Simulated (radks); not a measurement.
Valence configurations of Cl (all share [Ne]). Method: scalar-relativistic Kohn-Sham, PBE, spin-polarised, spherical densities, finite nucleus; open shells are filled with parallel spins first; Fermi nuclear charge, rms radius 3.3654 fm; computed with a radial shooting solver on a logarithmic mesh with Libxc functionals. Energies are relative to 3s2 3p5; eigenvalues in eV for spin up.

| valence | E (eV) | moment (Bohr magnetons) | e(3p) | e(3s) |
|---|---|---|---|---|
| 3s2 3p5 | 0.000 | 1 | -8.996 | -21.135 |
| 3s1.5 3p5.5 | 6.028 | 1 | -9.311 | -21.542 |
| 3s1 3p6 | 12.063 | 1 | -9.625 | -21.946 |

NIST lists [Ne] 3s2 3p5 as the ground configuration; this level of theory agrees among the configurations tried. The energies are those of spherical high-spin densities, not of single terms.
